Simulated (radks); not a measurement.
Values are calculated unless marked as measured or tabulated.
Task: V XIII, configuration [Ne] 3s1. Level of theory: non-relativistic Kohn-Sham, TPSS, spin-polarised, spherical densities, point nucleus; open shells are filled with parallel spins first; meta-GGA in the generalised Kohn-Sham scheme (a radial shooting solver on a logarithmic mesh with Libxc functionals). Some entries of the table are withheld. Estimate them.

orbital,occ.,eigenvalue (hartree),<r> (bohr),<1/r> (bohr^-1)
1s up,1,(1),0.06696,22.54
1s down,1,(2),0.06696,22.54
2s up,1,-33.50910,0.3066,4.801
2s down,1,-33.47211,0.3064,4.802
2p up,3,-30.12961,0.2705,4.736
2p down,3,-30.09646,0.2703,4.738
3s up,1,-11.88492,0.8011,1.789
3s down,0,-11.64071,0.7976,1.801

Result: 
(1) 1s up eigenvalue (hartree): -208.4515
(2) 1s down eigenvalue (hartree): -208.4263
